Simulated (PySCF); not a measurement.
**Orbital picture of ZrBr**

r²SCAN at R = 2.522 Å; PySCF, spin-free X2C with a Gaussian nucleus, basis sets Zr x2c-TZVPPall, Br x2c-TZVPPall. State: quartet, unpaired electrons σ ↑, π ↑, δ ↑, a mixture of terms (⟨Lz²⟩ = 4.9). Only the outer orbitals are listed, counted within each symmetry.

```json
{"spin": "α", "orbital": "15σ", "occ.": "1", "ε (eV)": "-19.60", "on Zr (%)": "4", "main shells (%)": "96 Br s"}
{"spin": "α", "orbital": "16σ", "occ.": "1", "ε (eV)": "-8.15", "on Zr (%)": "21", "main shells (%)": "78 Br p, 11 Zr d"}
{"spin": "α", "orbital": "8π", "occ.": "1", "ε (eV)": "-7.34", "on Zr (%)": "14", "main shells (%)": "86 Br p, 12 Zr d"}
{"spin": "α", "orbital": "8π", "occ.": "1", "ε (eV)": "-7.32", "on Zr (%)": "11", "main shells (%)": "88 Br p, 9 Zr d"}
{"spin": "α", "orbital": "17σ", "occ.": "1", "ε (eV)": "-4.77", "on Zr (%)": "100", "main shells (%)": "54 Zr s, 45 Zr d"}
{"spin": "α", "orbital": "3δ", "occ.": "1", "ε (eV)": "-4.46", "on Zr (%)": "99", "main shells (%)": "75 Zr d, 22 Zr s"}
{"spin": "α", "orbital": "9π", "occ.": "1", "ε (eV)": "-3.85", "on Zr (%)": "91", "main shells (%)": "83 Zr d, 9 Br p"}
{"spin": "α", "orbital": "3δ", "occ.": "0", "ε (eV)": "-3.12", "on Zr (%)": "100", "main shells (%)": "100 Zr d"}
{"spin": "α", "orbital": "9π", "occ.": "0", "ε (eV)": "-3.09", "on Zr (%)": "93", "main shells (%)": "85 Zr d, 8 Zr p"}
{"spin": "α", "orbital": "18σ", "occ.": "0", "ε (eV)": "-2.52", "on Zr (%)": "92", "main shells (%)": "52 Zr d, 32 Zr p"}
{"spin": "β", "orbital": "7π", "occ.": "1", "ε (eV)": "-31.40", "on Zr (%)": "100", "main shells (%)": "100 Zr p"}
{"spin": "β", "orbital": "15σ", "occ.": "1", "ε (eV)": "-19.60", "on Zr (%)": "4", "main shells (%)": "96 Br s"}
{"spin": "β", "orbital": "16σ", "occ.": "1", "ε (eV)": "-8.01", "on Zr (%)": "17", "main shells (%)": "82 Br p, 9 Zr d"}
{"spin": "β", "orbital": "8π", "occ.": "1", "ε (eV)": "-7.30", "on Zr (%)": "8", "main shells (%)": "91 Br p"}
{"spin": "β", "orbital": "8π", "occ.": "1", "ε (eV)": "-7.16", "on Zr (%)": "7", "main shells (%)": "92 Br p"}
{"spin": "β", "orbital": "17σ", "occ.": "0", "ε (eV)": "-2.09", "on Zr (%)": "100", "main shells (%)": "77 Zr s, 20 Zr d"}
{"spin": "β", "orbital": "9π", "occ.": "0", "ε (eV)": "-1.78", "on Zr (%)": "93", "main shells (%)": "91 Zr d"}
{"spin": "β", "orbital": "3δ", "occ.": "0", "ε (eV)": "-1.71", "on Zr (%)": "100", "main shells (%)": "100 Zr d"}
```

Q: Which are the highest filled and the lowest empty level, where do they sit, and how wide is the gap?

A: Highest filled α 9π at -3.85 eV (in %: 83 Zr d, 9 Br p); lowest empty α 3δ at -3.12 eV (in %: 100 Zr d); the gap at r²SCAN is 0.73 eV.

- bond order (Mayer): 1.29
- ⟨S²⟩: 3.758
- charge on Zr (Mulliken, basis-dependent): 0.25
- charge on Zr (Löwdin, basis-dependent): -0.28
- dipole moment (positive dipole means Zr(−)Br(+)): -3.41 D

Spin–orbit coupling is left out. The state is the lowest single determinant that the PBE0 search found; with open d or f shells the true ground state can be another one.
